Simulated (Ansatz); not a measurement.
Two isomers of C2H6BN: A = `C=NBC`, B = `B1CCN1`.

Gas-phase electronic energies from Ansatz, PBE0-D4/def2-TZVP geometries. CBS: MP2 limit from def2 TZ/QZ plus the TZ coupled-cluster correction, frozen cores. Functionals use def2-TZVPP. Each species was taken in one conformer, which may not be the lowest.

A:

```xyz
10

C    -2.063    0.350    0.068
N    -0.930   -0.154    0.032
B     0.310   -0.708   -0.007
C     1.617    0.167   -0.056
H    -2.619    0.577   -0.847
H    -2.555    0.588    1.017
H     0.353   -1.909   -0.001
H     2.258   -0.070    0.799
H     1.427    1.242   -0.058
H     2.201   -0.083   -0.948
```

B:

Z-matrix (Å, degrees):
```
C
C 1 1.550
B 1 1.595 2 83.8
H 1 1.091 2 114.3 3 -117.1
H 1 1.091 2 114.3 3 117.1
N 2 1.460 1 90.5 3 -0.0
H 2 1.095 1 114.8 3 -116.4
H 2 1.095 1 114.8 3 116.4
H 3 1.195 1 138.8 2 180.0
H 6 1.006 2 126.8 1 -180.0
```

(1) Which is lower in electronic energy at CCSD(T)/CBS, and by how much? (Best estimate.)

(2) Give E(B) − E(A) in kcal/mol with r2SCAN-D4, PBE-D4, HF/def2-TZVPP, CCSD(T)/def2-TZVPP, CCSD/def2-TZVPP, ωB97M-V, CCSD(T)/def2-SVP. (Estimate.)

(3) Does the order hold for the free energy at 298.15 K (harmonic terms from PBE0-D4)? (Best estimate.)

Largest T1 diagnostic: 0.014.

## Answers

(1) The calculation gave: B, by 0.3 kcal/mol. So small a gap doesn't settle the order.

(2) The calculation gave: r2SCAN-D4 2.7, PBE-D4 2.2, HF/def2-TZVPP 3.4, CCSD(T)/def2-TZVPP 0.4, CCSD/def2-TZVPP 0.1, ωB97M-V -0.4, CCSD(T)/def2-SVP 1.2. The order is the other way round with r2SCAN-D4, PBE-D4, HF/def2-TZVPP, CCSD(T)/def2-TZVPP, CCSD(T)/def2-SVP.

(3) Computed: No: G(B) − G(A) = +3.5 kcal/mol, for one conformer each.

At CCSD(T), def2-SVP lies +1.5 kcal/mol from the extrapolated value and def2-TZVPP +0.6 kcal/mol. Leaving LDA and LC-ωPBE aside and taking each functional with its dispersion term where it has one, the values, not all of them listed here, spread over 11.9 kcal/mol, from PBE-QIDH to BLYP-D4. LDA lies −5.7 kcal/mol from PBE without D4.
